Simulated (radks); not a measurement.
Values are calculated unless marked as measured or tabulated.
Problem. In IV, configuration [Kr] 4d10. Level of theory: scalar-relativistic Kohn-Sham, PBE, spin-unpolarised, spherical densities, finite nucleus; Fermi nuclear charge, rms radius 4.6156 fm (a radial shooting solver on a logarithmic mesh with Libxc functionals). Some entries of the table are withheld. Estimate them.

orbital,occ.,eigenvalue (eV),<r> (bohr)
1s,2,-27782.75,0.02971
2s,2,-4185.098,0.1285
2p,6,-3759.509,0.1122
3s,2,(1),0.3486
3p,6,(2),0.3471
3d,10,(3),0.3243
4s,2,(4),(5)
4p,6,(6),0.9205
4d,10,-47.8876,1.150
5s,0,-33.0612,2.223
5p,0,-24.6720,2.605

Solution. 
(1) 3s eigenvalue (eV): -818.1893
(2) 3p eigenvalue (eV): -678.7937
(3) 3d eigenvalue (eV): -462.3525
(4) 4s eigenvalue (eV): -149.2825
(5) 4s <r> (bohr): 0.8479
(6) 4p eigenvalue (eV): -107.7485
